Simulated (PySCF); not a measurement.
Spinor energies of Sb²⁹⁺ (antimony, charge +29)

Start: [Ar] 3d4; 3d3/2 filled at m_j = -3/2, -1/2, +1/2, +3/2. Calculated with PySCF 2.14 in an even-tempered Gaussian basis (16 s from 4.6 bohr⁻², ratio 2.8; 12 p from 6 bohr⁻², ratio 2.8; 8 d from 6 bohr⁻², ratio 2.8; 3 f from 20 bohr⁻², ratio 3): generalised Hartree-Fock with the X2C-1e Hamiltonian and a Gaussian nucleus; one run each with spin-orbit coupling (SO) switched off, then screened by Boettger's factors.

| spinor shell | electrons | ε, spin-free (eV) | ε, screened SO (eV) | weight of nominal j (screened SO) | rms radius, screened SO (bohr) |
| --- | --- | --- | --- | --- | --- |
| 1s1/2 | 2 | -31939.1 | -31934.9 | 1.000 | 0.0325 |
| 2s1/2 | 2 | -6020.9 | -6018.9 | 1.000 | 0.132 |
| 2p1/2 | 2 | -5533.6 | -5717.1 | 1.000 | 0.114 |
| 3s1/2 | 2 | -2063.4 | -2062.7 | 1.000 | 0.332 |
| 3p1/2 | 2 | -1897.4 | -1948.6 | 0.987 | 0.322 |
| 3p3/2 | 4 | -1897.4 | -1873.2 | 0.993 | 0.333 |
| 3d3/2 | 4 | -1700.8 | -1701.0 | 0.941 | 0.294 |

(1) Where does 2p3/2 lie, and what is the 2p spin-orbit splitting (screened SO)?

```json
{"quantity": "E (hartree)", "spin-free": "-5926.74171", "screened SO": "-5928.91246"}
{"quantity": "M_J", "spin-free": "0", "screened SO": "0"}
{"quantity": "⟨J²⟩", "spin-free": "4.001", "screened SO": "0.474"}
{"quantity": "⟨L²⟩", "spin-free": "6.001", "screened SO": "3.109"}
{"quantity": "⟨S²⟩", "spin-free": "6.000", "screened SO": "3.109"}
```

The determinant has a definite M_J but mixes levels of different J.

Each row is a mean over spinors that exchange with the open shell spreads, by up to 11.562 eV (3s1/2).

Breit and QED terms are absent; they matter most for the inner s and p1/2 levels.

Densities and radii are taken from the X2C orbitals without a picture-change correction, which distorts them close to the nucleus.

Without spin-orbit coupling the j labels of p, d and f shells carry no meaning; the spin-free column gives the mean over the occupied spinors of each nl shell, and its ⟨J²⟩ belongs to a mixture of degenerate components.

Results:

(1) At -5447.9 eV, 269.22 eV above 2p1/2.
